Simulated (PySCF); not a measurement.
Mg(iPr)(NH2) (C₃H₉MgN), SMILES C[CH](C)[Mg][NH2].

Coordinates come from a B3LYP-D3(BJ)/def2-SVP optimisation. The structure was generated by enumeration; whether it is a known compound was not checked. One conformer was computed; it need not be the lowest.

Two levels are set side by side: TDDFT-PBE/def2-SVPD (PySCF) and TDDFT-PBE0/def2-SVPD (PySCF). Vertical, same geometry. The lowest singlet is HOMO→LUMO 100 % with PBE and HOMO→LUMO 95 % with the other functional; states are paired by order. Differences are taken from unrounded values.

```csv
quantity,TDDFT-PBE0,TDDFT-PBE,TDDFT-PBE minus TDDFT-PBE0
lowest singlet excitation (eV),4.23,3.60,-0.63
lowest triplet excitation (TDA) (eV),3.85,3.32,-0.53
first bright state (f over 0.05) (eV),4.23,4.16,-0.07
its oscillator strength,0.06,0.12,0.06
```

Functionals without exact exchange tend to place singlet excitations lower, as here. Differences between two approximate levels are no errors against the true value.

Rough cost on one machine, each run with all the roots and properties that it gave: TDDFT-PBE0 against TDDFT-PBE about 4 times.
